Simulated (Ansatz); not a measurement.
Ge(NH2)2H2 (GeN2H6), 9 atoms. Hardware: 4 threads of Arm Neoverse V1 on a shared host.

The 6-31G sets use Cartesian d functions. Correlated methods freeze 11 core orbitals; core or outer-core shells of Ge are correlated, in sets that lack core-valence functions.

Question: How many basis functions does each of these Ansatz runs have, and roughly what does it cost? PBE0-D4/def2-TZVP, charge 0 singlet, relaxation, 5 steps; LC-ωPBE (ω = 0.10 bohr⁻¹)/def2-TZVP, charge 1 doublet at the geometry of the charge 0 singlet, energy, from earlier orbitals; HF/6-31G, charge 0 singlet, energy; PBE0-D4/def2-SVP, charge 0 singlet, energy with a search over starts; r2SCAN-D4/def2-TZVPD, charge -1 doublet at the geometry of the charge 0 singlet, energy, from earlier orbitals; B3LYP-D4/6-31G, charge 0 singlet, energy; RPA@PBE/def2-TZVP, charge 0 singlet, energy, from earlier orbitals; PBE0-D4/def2-TZVP, charge 1 doublet at the geometry of the charge 0 singlet, energy, from earlier orbitals; PBE-D4/def2-SVP, charge 0 singlet, energy, from earlier orbitals; PBE-D4/def2-TZVPD, charge 0 singlet, energy, from earlier orbitals; LC-ωPBE (ω = 0.20 bohr⁻¹)/def2-TZVP, charge -1 doublet at the geometry of the charge 0 singlet, energy, from earlier orbitals; B2PLYP/def2-TZVP, charge 0 singlet, energy, from earlier orbitals.

Answer: Other jobs shared the machine, so times can vary by a factor of up to 3. A dash marks memory too small to be measured apart from the calling script's.

```tsv
run	functions	fitting or Cholesky vectors	wall time	peak host memory (GiB)
HF/6-31G, charge 0 singlet, energy	59	708	0.3 s	–
PBE-D4/def2-SVP, charge 0 singlet, energy, from earlier orbitals	90	1043	0.65 s	–
B3LYP-D4/6-31G, charge 0 singlet, energy	59	708	0.7 s	–
PBE0-D4/def2-SVP, charge 0 singlet, energy with a search over starts	90	910	1.1 s	–
PBE-D4/def2-TZVPD, charge 0 singlet, energy, from earlier orbitals	182	1037	1.4 s	–
RPA@PBE/def2-TZVP, charge 0 singlet, energy, from earlier orbitals	146	1017	2 s	–
B2PLYP/def2-TZVP, charge 0 singlet, energy, from earlier orbitals	146	1017	2.3 s	–
PBE0-D4/def2-TZVP, charge 1 doublet at the geometry of the charge 0 singlet, energy, from earlier orbitals	146	975	2.6 s	–
LC-ωPBE (ω = 0.10 bohr⁻¹)/def2-TZVP, charge 1 doublet at the geometry of the charge 0 singlet, energy, from earlier orbitals	146	932	3 s	–
LC-ωPBE (ω = 0.20 bohr⁻¹)/def2-TZVP, charge -1 doublet at the geometry of the charge 0 singlet, energy, from earlier orbitals	146	932	5.5 s	–
PBE0-D4/def2-TZVP, charge 0 singlet, relaxation, 5 steps	146	975	6.5 s	–
r2SCAN-D4/def2-TZVPD, charge -1 doublet at the geometry of the charge 0 singlet, energy, from earlier orbitals	182	1037	8 s	–
```
